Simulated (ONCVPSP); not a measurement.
**F: one change to an ONCV potential, before and after**

ONCVPSP 4.0.1 input, shortened (lines: element, Z, core and valence counts, functional; n l f; lmax; l rc ep ncon nbas qcut; lloc lpopt rc5 dvloc0; l nproj debl; icmod fcfact rcfact), PBE, scalar-relativistic:

```
  F 9.00    1    2        4      upf
    1    0    2.00
    2    0    2.00
    2    1    5.00
    2
    0    0.85    0.00    4    8    9.30
    1    0.90    0.00    4    8    9.40
    2    0.75    0.05    3    7   14.60
    4    5    0.45    1.00
    0    3    3.80
    1    2    2.10
    2    3    1.70
    0    0.00    0.00
```

All-electron outer shells of the reference configuration (PBE, scalar-relativistic, ld1.x):

```csv
shell,level (eV),outermost node (bohr),outermost maximum (bohr)
1s,-663.37,–,0.11
2s,-29.90,0.24,0.76
2p,-11.11,–,0.71
```

Change: functional LDA (Perdew-Zunger).

Cutoffs: the cutoffs (Ha) at which the residual kinetic energy of the hardest occupied pseudo-wave falls to 1 and 0.1 mHa per electron; they do not see the model core or the augmentation charge, which bear on the density cutoff. Errors are all-electron minus pseudo energies relative to the spin-unpolarised reference configuration.

**Question.** Predict the effect on cutoff, ghosts and configuration errors.

**Answer.** The potential gets neither clearly harder nor softer (137 Ha and 249 Ha → 139 Ha and 249 Ha); a bound ghost appears in d, which as a rule spoils a file; of the 4 tests that both files solve, the error grows in 3 and shrinks in 0 by more than 15 % and 0.3 meV (median size 33.1 → 38.3 meV).

| quantity | base | changed |
| --- | --- | --- |
| cutoff, loose | 137 Ha | 139 Ha |
| cutoff, tight | 249 Ha | 249 Ha |
| loose cutoff by channel | s 43 Ha, p 137 Ha | s 42 Ha, p 139 Ha |
| bound ghosts | none | d |
| GHOST(+) flags under 300 eV | none | none |
| error for 2s2 2p4, meV [ΔE 19.39 → 19.56 eV] | +5.7 | +6.9 |
| error for 2s2 2p3, meV [ΔE 57.77 → 58.07 eV] | +60 | +70 |
| error for 2s2 2p2, meV [ΔE 118.41 → 118.80 eV] | +267 | +302 |
| error for 2s1 2p5, meV [ΔE 38.49 → 38.21 eV] | -2.4 | +3.2 |
| s: phases at 0.86 bohr within 0.05 rad from the reference energy up to (Ha; the scan ends near 5) | to the end of the scan | to the end of the scan |
| p: phases at 0.91 bohr within 0.05 rad from the reference energy up to (Ha; the scan ends near 5) | to the end of the scan | to the end of the scan |
| d: phases at 0.76 bohr within 0.05 rad from the reference energy up to (Ha; the scan ends near 5) | to the end of the scan | to the end of the scan |

 A true bound ghost makes a file unfit for plane-wave use even where its test errors are small: the radial tests pick states by their node count and pass the ghost by.
